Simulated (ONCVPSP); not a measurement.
## molybdenum (Mo): variants of one ONCV potential

Base potential:

ONCVPSP 4.0.1 input, shortened (lines: element, Z, core and valence counts, functional; n l f; lmax; l rc ep ncon nbas qcut; lloc lpopt rc5 dvloc0; l nproj debl; icmod fcfact rcfact), PBE, scalar-relativistic:

```
  Mo 42.00    6    3        4      upf
    1    0    2.00
    2    0    2.00
    2    1    6.00
    3    0    2.00
    3    1    6.00
    3    2   10.00
    4    0    2.00
    4    1    6.00
    4    2    5.00
    2
    0    1.30    0.00    4    9    6.00
    1    1.95    0.00    5   10    6.80
    2    2.10    0.00    4    9    7.60
    4    5    1.00    6.00
    0    1    2.70
    1    1    1.50
    2    1    0.40
    3    6.00    1.00
```

All-electron outer shells of the reference configuration (PBE, scalar-relativistic, ld1.x):

| shell | level (eV) | outermost node (bohr) | outermost maximum (bohr) |
| --- | --- | --- | --- |
| 4s | -71.11 | 0.51 | 0.99 |
| 4p | -45.29 | 0.52 | 1.08 |
| 4d | -10.41 | 0.53 | 1.38 |

Cutoffs, loose and tight: the cutoffs (Ha) at which the residual kinetic energy of the hardest occupied pseudo-wave falls to 1 and 0.1 mHa per electron. They do not see the model core or the augmentation charge, which bear on the density cutoff. Test errors are all-electron minus pseudo excitation energies from the reference, over the configurations 4s2 4p6 4d5 5s1; 4s2 4p6 4d4; 4s2 4p6 4d3; 4s2 4p6 4d6. A dash means not determined; rows that change the core or the reference have their own tests.

```csv
change,outcome,"cutoff, loose","cutoff, tight",bound ghosts,GHOST(+) flags above zero,largest test error (meV)
base,generated,58 Ha,137 Ha,none,none,+359
"all radii but the core radius scaled by about 1.29 (s 1.68, p 2.52, d 2.72 bohr); local potential polynomial inside 1.30 bohr (lpopt 5, dvloc0 6 Ha)",generated,15 Ha,20 Ha,none,none,-191
d: qcut 9.4,generated,58 Ha,137 Ha,none,none,+359
"reference 4s2 4p6 4d5 5s1; wave 4s: rc 1.30 bohr, ncon 4, nbas 9, qcut 6 1/bohr, 1 projector becomes 4s+5s: rc 1.30 bohr, ncon 4, nbas 9, qcut 6 1/bohr, 2 projectors",generated,59 Ha,138 Ha,none,s,+9.4
"local potential polynomial inside 1.00 bohr (lpopt 3, dvloc0 1 Ha)",generated,58 Ha,137 Ha,none,s,+517
"core correction Teter function, fcfact 3.5, rcfact 1.55",generated,58 Ha,137 Ha,none,none,+359
"core correction Teter function, fcfact 7.5, rcfact 1",generated,58 Ha,137 Ha,none,none,+359
```
